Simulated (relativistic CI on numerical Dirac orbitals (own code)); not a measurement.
## Ligand-field terms of d6

Computed with a parametric ligand-field model of a d^n configuration (Racah B and C, spin-orbit zeta, crystal field), exact diagonalisation.

Field parameters in Wybourne normalisation: Oh B⁴₀ = 21Dq, B⁴₄ = √(5/14) B⁴₀. The field is a parameter set, without covalency.

**Question.** Lowest levels for B = 580, C = 2730, ζ = 1150 cm⁻¹, Oh, 10Dq = 34400 cm⁻¹?

**Answer.** A1 0 (S 0.02), E 26173 (S 1.00), T2 26280 (S 1.00), T1 26943 (S 1.00), A1 27510 (S 1.01), T1 30319 (S 0.93), E 30747 (S 1.00), T2 31378 (S 1.00), A2 31733 (S 1.00) cm⁻¹, with S from ⟨S²⟩ = S(S + 1). The ground level has 0.03 electrons in the cubic e pair.

**Question.** Lowest levels for B = 710, C = 2530, ζ = 310 cm⁻¹, Oh, 10Dq = 30650 cm⁻¹?

**Answer.** A1 0 (S 0.00), E 23312 (S 1.00), T2 23317 (S 1.00), T1 23524 (S 1.00), A1 23640 (S 1.00), T1 28171 (S 0.92), E 28267 (S 1.00), T2 28480 (S 1.00), A2 28588 (S 1.00) cm⁻¹, with S from ⟨S²⟩ = S(S + 1). The ground level has 0.02 electrons in the cubic e pair.

**Question.** Lowest levels for B = 690, C = 3550, ζ = 750 cm⁻¹, Oh, 10Dq = 14300 cm⁻¹?

**Answer.** T2 0 (S 2.00), E 279 (S 1.98), T1 337 (S 1.99), A1 469 (S 1.53), T1 808 (S 1.98), T2 869 (S 1.98), A1 1162 (S 1.05), E 5742 (S 1.02), T2 5851 (S 1.03) cm⁻¹, with S from ⟨S²⟩ = S(S + 1). The ground level has 2.00 electrons in the cubic e pair.

**Question.** Lowest levels for B = 490, C = 2460, ζ = 480 cm⁻¹, Oh, 10Dq = 13800 cm⁻¹?

**Answer.** A1 0 (S 0.04), E 6481 (S 1.58), T2 6544 (S 1.61), T1 6571 (S 1.63), A1 6675 (S 1.66), T2 6750 (S 1.82), T1 6983 (S 1.94), E 7359 (S 1.53), T2 7675 (S 1.71) cm⁻¹, with S from ⟨S²⟩ = S(S + 1). The ground level has 0.08 electrons in the cubic e pair.

**Question.** Lowest levels for B = 1010, C = 4650, ζ = 890 cm⁻¹, Oh, 10Dq = 21450 cm⁻¹?

**Answer.** A1 0 (S 0.11), T2 3467 (S 2.00), E 3772 (S 1.97), T1 3850 (S 1.98), A1 4269 (S 1.95), T1 4377 (S 1.97), T2 4447 (S 1.97), E 8800 (S 1.03), T2 8939 (S 1.06) cm⁻¹, with S from ⟨S²⟩ = S(S + 1). The ground level has 0.12 electrons in the cubic e pair; its S is far from a half-integer, so spin-orbit coupling mixes spin states.
